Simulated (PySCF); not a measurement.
Ga(H)(Br)(NH2) (BrGaH₃N), SMILES [NH2][GaH][Br].

Geometry: TPSSh-D3(BJ)/def2-SVP. The values are those of a single conformer.

Two levels are set side by side: PBE/def2-TZVPD (PySCF) and B3LYP/def2-TZVPD (PySCF). Same geometry, gas phase. Differences are taken from unrounded values.

| quantity | B3LYP | PBE | PBE minus B3LYP |
|---|---|---|---|
| orbital gap (eV) | 6.33 | 4.74 | -1.59 |
| highest occupied level (eV) | -7.48 | -6.39 | 1.09 |
| lowest empty level (eV) | -1.16 | -1.66 | -0.50 |
| dipole moment (D) | 2.48 | 2.47 | -0.01 |
| mean polarisability (bohr³) | 62.0 | 64.3 | 2.4 |

Without exact exchange PBE keeps part of each electron's self-repulsion, which lifts occupied levels and narrows the gap. PBE's more diffuse valence density responds more strongly to a field. Differences between two approximate levels are no errors against the true value.

Rough cost on one machine, each run with all the roots and properties that it gave: B3LYP against PBE within a factor of 2.
